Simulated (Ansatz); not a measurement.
Ansatz (an electronic-structure program) input (B3LYP-D3(BJ)/def2-TZVP):

Ansatz 0.2 input:
```yaml
crystal:
  periodic: [false, false, false]
  atoms:
    - {symbol: Ge, position_ang: [-0.00319480, -0.00229023, 0.96613893]}
    - {symbol: Br, position_ang: [1.08157761, -1.63598633, -0.51933283]}
    - {symbol: Br, position_ang: [-1.10827052, 1.65860720, -0.47356393]}
basis:
  gaussian:
    orbitals: def2-TZVP
hamiltonian:
  xc: b3lyp
  dispersion: d3bj
magnetization: {spin_polarized: true, initial_magnetization: 2}
relax: {f_tol: 0.002, max_steps: 150}
```

Output:

```
Functional definition: B3LYP
integrals: 0.11 GiB planned
1017 factors; integrals over basis functions are off by at most 3.2e-4 eV
mean field: 1.53 GiB planned
mean field evaluation 1: about -196612.9592 eV, gradient 1.3e1 eV
mean field evaluation 2: about -196612.2606 eV, gradient 1.8e1 eV
mean field evaluation 4: about -196613.5177 eV, gradient 6.3e-1 eV
mean field evaluation 8: about -196613.5517 eV, gradient 4.9e-2 eV
mean field evaluation 16: about -196613.5517 eV, gradient 2.1e-4 eV
mean field -196613.55172982 eV, -7225.4147566190 hartree, gradient 3.0e-5 eV, S^2 2.006257; 4 other end points of the search recorded, 0 dependent functions left out
the calculation of the forces begins
reference -196613.55195377 eV, -7225.4147648489 hartree; 52, 50 occupied and 92, 94 virtual orbitals, 1017 factors
relax step   1: F+E_penalty+E_count = -196613.75401209 eV  Δ(F+E_penalty+E_count) = +0.000e0 eV  max|allowed force component| = 1.244e0 eV/Å  Δτ_max = 0.0000 Å  (65 SCF iters, accepted)
these checks for a lower state are left out or cut short: starts, cluster_reference, orbital_swaps, neighbouring_geometries, increment
integrals: 0.11 GiB planned
1017 factors; integrals over basis functions are off by at most 3.0e-4 eV
mean field: 1.53 GiB planned
mean field evaluation 32: about -196613.6633 eV, gradient 3.2e-1 eV
mean field -196613.70632803 eV, -7225.4204379984 hartree, gradient 5.8e-5 eV, S^2 2.004935; 0 other end points of the search recorded, 0 dependent functions left out
the calculation of the forces begins
reference -196613.70654898 eV, -7225.4204461182 hartree; 52, 50 occupied and 92, 94 virtual orbitals, 1017 factors
relax step   2: F+E_penalty+E_count = -196613.90462543 eV  Δ(F+E_penalty+E_count) = -1.506e-1 eV  max|allowed force component| = 1.374e-1 eV/Å  Δτ_max = 0.1862 Å  (36 SCF iters, accepted)
these checks for a lower state are left out or cut short: starts, cluster_reference, orbital_swaps, neighbouring_geometries, increment
integrals: 0.11 GiB planned
1017 factors; integrals over basis functions are off by at most 3.0e-4 eV
mean field: 1.53 GiB planned
mean field -196613.70719024 eV, -7225.4204696840 hartree, gradient 2.4e-5 eV, S^2 2.004759; 0 other end points of the search recorded, 0 dependent functions left out
the calculation of the forces begins
reference -196613.70741078 eV, -7225.4204777886 hartree; 52, 50 occupied and 92, 94 virtual orbitals, 1017 factors
relax step   3: F+E_penalty+E_count = -196613.90650507 eV  Δ(F+E_penalty+E_count) = -1.880e-3 eV  max|allowed force component| = 2.236e-2 eV/Å  Δτ_max = 0.0135 Å  (38 SCF iters, accepted)
these checks for a lower state are left out or cut short: starts, cluster_reference, orbital_swaps, neighbouring_geometries, increment
integrals: 0.11 GiB planned
1017 factors; integrals over basis functions are off by at most 3.0e-4 eV
mean field: 1.53 GiB planned
mean field -196613.70735677 eV, -7225.4204758040 hartree, gradient 1.8e-5 eV, S^2 2.004781; 0 other end points of the search recorded, 0 dependent functions left out
the calculation of the forces begins
reference -196613.70757736 eV, -7225.4204839105 hartree; 52, 50 occupied and 92, 94 virtual orbitals, 1017 factors
relax step   4: F+E_penalty+E_count = -196613.90655035 eV  Δ(F+E_penalty+E_count) = -4.528e-5 eV  max|allowed force component| = 1.646e-4 eV/Å  Δτ_max = 0.0016 Å  (31 SCF iters, accepted)
integrals: 0.11 GiB planned
1017 factors; integrals over basis functions are off by at most 3.0e-4 eV
mean field: 1.53 GiB planned
mean field evaluation 64: about -196613.7074 eV, gradient 9.1e-3 eV
mean field -196613.70735677 eV, -7225.4204758040 hartree, gradient 1.8e-5 eV, S^2 2.004781; 1 other end points of the search recorded, 0 dependent functions left out
the calculation of the forces begins
reference -196613.70757736 eV, -7225.4204839105 hartree; 52, 50 occupied and 92, 94 virtual orbitals, 1017 factors
Total energy: -196613.90677094 eV, -7225.4278041394 hartree
Atom 0 at    -0.004531    -0.000499     0.774538 Å, force     0.000001    -0.000001     0.000110 eV/Å
Atom 1 at     1.112840    -1.682910    -0.424176 Å, force    -0.000109     0.000165    -0.000053 eV/Å
Atom 2 at    -1.138196     1.703740    -0.377119 Å, force     0.000109    -0.000163    -0.000057 eV/Å
Dipole moment:     0.001220    -0.001634     0.176000 e Å
```

This is an excited triplet: at this geometry the singlet lies 2.15 eV lower at RI-MP2/CBS(aug-cc-pVTZ,aug-cc-pVQZ)+[CCSD(T)-MP2]/aug-cc-pVTZ.
